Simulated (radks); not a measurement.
Problem. All-electron atom: Mo in [Kr] 4d4.5 5s1.5 (fractional occupations, a model configuration). Method: scalar-relativistic Kohn-Sham, BLYP, spin-polarised, spherical densities, finite nucleus; open shells are filled with parallel spins first (spin-orbit coupling, left out, can overturn this in heavy ions); Fermi nuclear charge, rms radius 4.4091 fm; computed with a radial shooting solver on a logarithmic mesh with Libxc functionals. Some entries of the table are withheld. Estimate them.

| orbital | occ. | eigenvalue (hartree) | <r^2> (bohr^2) |
|---|---|---|---|
| 1s up | 1 | -728.6073 | 0.001669 |
| 1s down | 1 | -728.6072 | 0.001669 |
| 2s up | 1 | -102.9340 | 0.02785 |
| 2s down | 1 | -102.9173 | 0.02785 |
| 2p up | 3 | -92.03562 | 0.02192 |
| 2p down | 3 | -92.02299 | 0.02192 |
| 3s up | 1 | -17.53219 | 0.2109 |
| 3s down | 1 | -17.52274 | 0.2109 |
| 3p up | 3 | -13.96280 | 0.2160 |
| 3p down | 3 | -13.95226 | 0.2159 |
| 3d up | 5 | -8.15339 | 0.2077 |
| 3d down | 5 | -8.13748 | 0.2074 |
| 4s up | 1 | (1) | 1.392 |
| 4s down | 1 | (2) | 1.379 |
| 4p up | 3 | -1.47777 | 1.755 |
| 4p down | 3 | -1.38282 | 1.746 |
| 4d up | 4.5 | -0.19213 | 4.482 |
| 5s up | 1 | -0.17407 | (3) |
| 5s down | 0.5 | -0.13288 | (4) |
| 4d down | 0 | -0.10349 | 5.568 |

Solution. 
(1) 4s up eigenvalue (hartree): -2.42762
(2) 4s down eigenvalue (hartree): -2.33974
(3) 5s up <r^2> (bohr^2): 13.45
(4) 5s down <r^2> (bohr^2): 15.98
